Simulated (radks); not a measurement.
All-electron atom: the tellurium ion Te3+ in [Kr] 4d10 5s2 5p1.

Calculated with a radial shooting solver on a logarithmic mesh with Libxc functionals: scalar-relativistic Kohn-Sham, PBE, spin-polarised, spherical densities, finite nucleus; open shells are filled with parallel spins first (spin-orbit coupling, left out, can overturn this in heavy ions); Fermi nuclear charge, rms radius 4.7423 fm.

Energy parts (hartree):
| part | energy |
|---|---|
| total | -6792.27800 |
| kinetic | 7116.32050 |
| electron-nucleus | -16375.14368 |
| Hartree | 2641.17223 |
| exchange-correlation | -174.62705 |

Orbitals (lengths in bohr, moments of r in powers of bohr; r(90%) holds 90 % of the orbital's charge):
orbital  occ.  eigenvalue (hartree)  r(90%)      <r^4>
1s up       1             -1163.425  0.0500  2.872e-06
1s down     1             -1163.424  0.0500  2.872e-06
2s up       1             -179.3843   0.185  0.0004926
2s down     1             -179.3838   0.185  0.0004926
2p up       3             -161.1560   0.170  0.0003555
2p down     3             -161.1549   0.170  0.0003555
3s up       1             -36.61361   0.473    0.02141
3s down     1             -36.61242   0.473    0.02140
3p up       3             -30.68728   0.481    0.02253
3p down     3             -30.68592   0.481    0.02253
3d up       5             -21.72557   0.466    0.01994
3d down     5             -21.72430   0.466    0.01993
4s up       1              -7.17643    1.10     0.6436
4s down     1              -7.17341    1.10     0.6427
4p up       3              -5.33917    1.20     0.9008
4p down     3              -5.33583    1.20     0.8972
4d up       5              -2.66074    1.48      2.060
4d down     5              -2.65446    1.47      2.021
5s up       1              -1.58601    2.76      24.94
5s down     1              -1.54921    2.76      24.87
5p up       1              -1.17953    3.22      45.81
5p down     0              -1.14071    3.23      46.53

The highest occupied level is 5p up at -32.097 eV. Spin moment in Bohr magnetons: 1.
